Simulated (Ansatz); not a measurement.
Calculated with Ansatz (gas phase, PBE0-D4/def2-TZVP geometries, no zero-point term in ΔE). CCSD(T)/CBS adds triple-zeta CCSD(T) − MP2 to the extrapolated MP2 energy (def2 sets, frozen cores). This one scheme is used for every species. Functionals use def2-TZVPP. For Ge, Se outer-core shells are correlated without core-valence functions, which leaves a few kJ/mol of doubt a bond. Scalar relativity is left out up to krypton. Each species was taken in one conformer, which may not be the lowest.

Consider the cleavage of the Ge–B bond: `[BH2][GeH]([CH3])[OH]` + H₂Se → `[CH3][GeH]([OH])[SeH]` + BH₃.

`[BH2][GeH]([CH3])[OH]`:

Cartesian coordinates in Å:
```
B 0.299 1.376 -1.443
Ge 0.234 0.356 0.338
C -1.032 -1.139 0.343
O 1.883 -0.287 0.642
H 1.305 1.467 -2.078
H -0.693 1.894 -1.866
H -0.135 1.304 1.512
H -0.770 -1.859 -0.433
H -2.047 -0.779 0.164
H -1.008 -1.643 1.311
H 1.965 -0.689 1.509
```

H₂Se:

```xyz
3

Se   -0.529   -0.377    0.215
H    -0.306    1.059    0.018
H     0.835   -0.682   -0.232
```

`[CH3][GeH]([OH])[SeH]`:

Cartesian coordinates in Å:
```
C -0.952 -0.163 1.092
Ge 0.504 0.433 -0.034
O -0.299 1.193 -1.430
Se 1.901 -1.324 -0.766
H -0.564 -0.626 1.999
H -1.576 0.692 1.358
H -1.559 -0.888 0.549
H 1.475 1.426 0.637
H 0.310 1.368 -2.150
H 0.760 -2.111 -1.255
```

BH₃:

Cartesian coordinates in Å:
```
B 0.000 0.000 0.000
H -0.045 0.383 1.129
H 1.050 -0.082 -0.561
H -1.005 -0.302 -0.568
```

```csv
level,ΔE (kJ/mol)
PBE0-D4,-83.2
ωB97M-V,-85.5
r2SCAN,-84.3
PBE0,-80.8
HF/def2-TZVPP,-92.8
MP2/def2-TZVPP,-93.6
SCS-MP2/def2-QZVPP,-91.1
HF/CBS(def2),-92.7
```

Q: What does CCSD(T)/CBS give? (Estimate.)

A: Ansatz gave: -83.7 kJ/mol. The listed levels differ from it by 0.5, -1.8, -0.6, 2.9, -9.1, -9.9, -7.4, -9.0 kJ/mol.

Largest T1 diagnostic among the species: 0.011.

The D4 term adds −4.5 kJ/mol with B3LYP and −2.4 kJ/mol with PBE0; it sums over pairs of atoms, weighted by their polarisabilities, and B3LYP, whose exchange is more repulsive, gets the larger term. From PBE to PBE0 (25 % exact exchange), in def2-TZVPP and without D4, ΔE moves by −4.2 kJ/mol.

B3LYP here is the variant with VWN-RPA as its local correlation; programs differ in this.
